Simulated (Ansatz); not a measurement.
Coupled-cluster diagnostics for Ir₂O₂⁺, Ansatz.

Geometry of the doublet (PBE-D4/def2-TZVP):

| atom | x (Å) | y (Å) | z (Å) |
| --- | --- | --- | --- |
| Ir1 | 1.1467 | 0.0966 | -1.3696 |
| Ir2 | -0.1680 | -0.0927 | 0.5380 |
| O3 | -0.3305 | -0.4383 | 2.1555 |
| O4 | -0.6483 | 0.4345 | -1.3238 |

In the def2 sets Ir takes a core potential; there is no spin–orbit coupling. Correlated methods freeze 2 core orbitals; core or outer-core shells of Ir are correlated, in sets that lack core-valence functions. The structure comes from a short search, and lower isomers may exist.

Geometry of the charge 1 quartet (PBE-D4/def2-TZVP):

Cartesian coordinates in Å:
```
Ir -0.953 -1.173 -1.066
Ir 0.482 0.218 0.213
O 1.660 0.315 1.411
O -1.189 0.639 -0.557
```

Question: Estimate the CCSD(T) correlation energy, the shares of MP2 and (T), T1 and the reference's ⟨S²⟩ for: charge 1, doublet, own geometry in def2-SVP; charge 1, quartet, own geometry in def2-SVP; and the rough time on 4 threads of Intel Xeon on a shared host.

Answer: 
```csv
state,basis,correlation (eV),MP2 share (%),(T) share (%),T1,⟨S²⟩ (pure),wall time,remarks
"charge 1, doublet, own geometry",def2-SVP,-30.712,94.8,5.5,0.112,2.72 (0.75),97 s,"flagged by the program, large T1, spin-contaminated"
"charge 1, quartet, own geometry",def2-SVP,-30.463,94.6,5.7,0.084,4.77 (3.75),1.9 min,"large T1, spin-contaminated"
```
Customary marks for T1 are 0.02 (closed shells), 0.045 (open shells) and about 0.05 (3d metals). T1 exceeds 0.02 in 2 of 2 rows and 0.045 in 2; the higher it lies, the less the single-reference result can be trusted.
